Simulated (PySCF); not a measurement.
**Correlation energy of Tm⁵²⁺ (thulium, charge +52)**

Starting occupation: [Ne] 3s2 3p5, 3p1/2 with m_j = -1/2, +1/2, 3p3/2 with m_j = -1/2, +1/2, +3/2. Computed with PySCF 2.14 in an uncontracted even-tempered set (18 s from 14 bohr⁻², ratio 2.4; 14 p from 18 bohr⁻², ratio 2.4; 4 d from 68 bohr⁻², ratio 2.6; 4 f from 100 bohr⁻², ratio 2.6), with X2C-1e with screened-nucleus spin-orbit coupling, Gaussian nucleus. Frozen: 1s2; 15 electrons correlated; the 48 highest virtual spinors left out.

MP2 pair energies summed by pair of shells (mhartree):

```csv
pair,energy,share (%)
2p1/2-2p3/2,-86.79,13.5
2p3/2-2p3/2,-86.19,13.4
3p1/2-3p3/2,-66.20,10.3
2p3/2-3p3/2,-43.73,6.8
3p3/2-3p3/2,-43.41,6.8
3p3/2-3s1/2,-41.34,6.4
2p3/2-2s1/2,-38.81,6.0
2p3/2-3p1/2,-34.96,5.4
3p1/2-3p1/2,-25.01,3.9
3p1/2-3s1/2,-22.97,3.6
2p1/2-2p1/2,-21.25,3.3
2p1/2-3p3/2,-20.24,3.2
2p3/2-3s1/2,-20.00,3.1
2p1/2-2s1/2,-19.82,3.1
2p1/2-3p1/2,-13.24,2.1
2s1/2-3p3/2,-11.62,1.8
2s1/2-2s1/2,-11.34,1.8
3s1/2-3s1/2,-9.68,1.5
2s1/2-3p1/2,-9.26,1.4
2p1/2-3s1/2,-8.46,1.3
2s1/2-3s1/2,-7.25,1.1
```

Total MP2 correlation energy: -641.58 mhartree.

At this charge the one-electron X2C treatment keeps the bare 1/r₁₂, with no two-electron picture change or Breit term. The effect here is smaller than on the frozen 1s shell.
